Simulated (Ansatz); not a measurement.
Process, species as SMILES: [WH5] (WH5) → [WH5] (WH5) as singlet, charge +1 + e-
Structures are relaxed separately at B3LYP-D3(BJ)/def2-TZVP in Ansatz (a quantum-chemistry and plane-wave program). Frequencies are from Ansatz. High T1 diagnostic, so coupled cluster is less sure: [WH5] (WH5) as singlet, charge +1. [WH5] (WH5): The spin state was set by rule; other spins were not relaxed. [WH5] (WH5) as singlet, charge +1: The spin state was set by rule; other spins were not relaxed.

Wanted: adiabatic ionisation energy (0 K, with B3LYP-D3(BJ) harmonic zero-point energies), in eV. Cores are frozen in the correlated levels unless marked. UHF or UKS for open shells. Spin-orbit coupling is left out. Frozen are the shells of the preceding noble gas and the d and f shells that filled before the atom's block. In def2 rows, elements after Kr have scalar-relativistic effective core potentials. Basis-set limits of correlation are two-point, X^-3; Hartree-Fock from the larger set. The bracket is a focal-point correction in the basis named.

```csv
level,program,adiabatic ionisation energy (eV)
HF/def2-SVP,Ansatz,8.42
HF/def2-QZVPPD,Ansatz,8.34
RI-HF/def2-QZVPP,Ansatz,8.34
SVWN5/def2-TZVPD,Ansatz,8.62
revPBE-D4/def2-TZVPD,Ansatz + dftd4,8.70
r2SCAN-D3(BJ)/def2-TZVPD,Ansatz + dftd3,8.75
PBE0/def2-QZVPP,Ansatz,8.69
BHLYP-D3(BJ)/def2-TZVPD,Ansatz + dftd3,8.68
BHLYP-D4/def2-TZVPD,Ansatz + dftd4,8.73
BHLYP/def2-TZVPD,Ansatz,8.68
HSE06-D3(BJ)/def2-TZVPD,Ansatz + dftd3,8.69
HSE06-D4/def2-TZVPD,Ansatz + dftd4,8.72
RPA@PBE/def2-QZVPP,Ansatz,8.88
CCSD/def2-TZVPP,Ansatz,8.63
"RI-MP2/CBS(def2-TZVPPD,def2-QZVPPD)+[CCSD(T)-MP2]/def2-TZVPPD",Ansatz,8.68
```
